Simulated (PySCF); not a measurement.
# Polarisability and C₆ of Cr³⁺ (chromium, charge +3)

[Ar] 3d3, high-spin 4F determinant. All numbers are calculated (PySCF 2.14, scalar relativity by spin-free X2C-1e, in ANO-RCC-VTZP). Coupled (time-dependent) response in atomic units; α is the mean over directions. The basis has no added diffuse functions, which lowers α and C₆.

```
method  mean α (bohr³)  C₆ (like pair)  S(−4)
   UHF           1.918           4.862  1.056
   PBE           2.152           5.477  1.738
  PBE0           2.067           5.254  1.464
```

S(−4) is the Cauchy moment in α(ω) = α(0) + S(−4) ω² + …

α(iu) at PBE0:

```
u (hartree)  α(iu) (bohr³)
          0          2.067
     0.0500          2.064
      0.100          2.053
      0.200          2.012
      0.300          1.952
      0.500          1.801
      0.750          1.603
       1.00          1.419
       1.50          1.110
       2.00         0.8711
       3.00         0.5580
       5.00         0.2751
```

A single London oscillator, α(iu) = α/(1 + u²/ω²), gives C₆ = (3/4) ω α². Matching the computed C₆ needs ω = 4 × 5.254 / (3 × 2.067²) = 1.64 hartree.

For an ion, C₆ is the dispersion term alone; charge-induced terms of lower order in 1/R come first.
